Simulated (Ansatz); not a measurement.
The cluster Rb3⁻, relaxed as a triplet with UKS PBE0/def2-TZVPD in Ansatz, starting from the PBE0/def2-TZVPD geometry of the charge -1 singlet. Force threshold 0.02 eV/Å.

In the def2 sets Rb takes a core potential; there is no spin–orbit coupling. The highest occupied level of the charge -1 triplet lies above zero (up to 0.02 eV). The electron is either unbound and held by the finite basis, or the level is raised by self-interaction error. At PBE0/def2-TZVPD a singlet of charge -1 lies 0.35 eV below the triplet, each at its own geometry. The structure comes from a short search, and lower isomers may exist.

Start:

```xyz
3

Rb    0.810    2.649    3.784
Rb    0.008   -0.009    0.005
Rb   -0.819   -2.640   -3.789
```

(1) Estimate the energy that the relaxation releases and the steps that it takes.

(2) Does the start keep its bonding and symmetry?

(3) Predict the relaxed structure.

## Answers

(1) 0.02 eV, in 7 steps; 22 s on 4 threads of Intel Xeon 6975P-C on a shared host. The force fell under the threshold at step 3, but the optimiser went on and released 0.002 eV more. No frequencies were taken in this run, so the end may be a saddle point.

(2) By distances, no bond broke or formed, bridged metal pairs apart. The bond that changes most is Rb1–Rb2, from 4.69 to 5.21 Å (atoms count from 1). Metal–metal contacts that move far: Rb1–Rb2 4.69 to 5.21 Å. Point group D∞h at the start, C∞v at the end, both within 0.05 Å.

(3) 
Cartesian coordinates in Å:
```
Rb 0.875 2.868 4.094
Rb -0.013 -0.090 -0.105
Rb -0.863 -2.778 -3.989
```
Bond lengths (bridged metal pairs left out): 2 × Rb–Rb 4.80 to 5.21 Å.
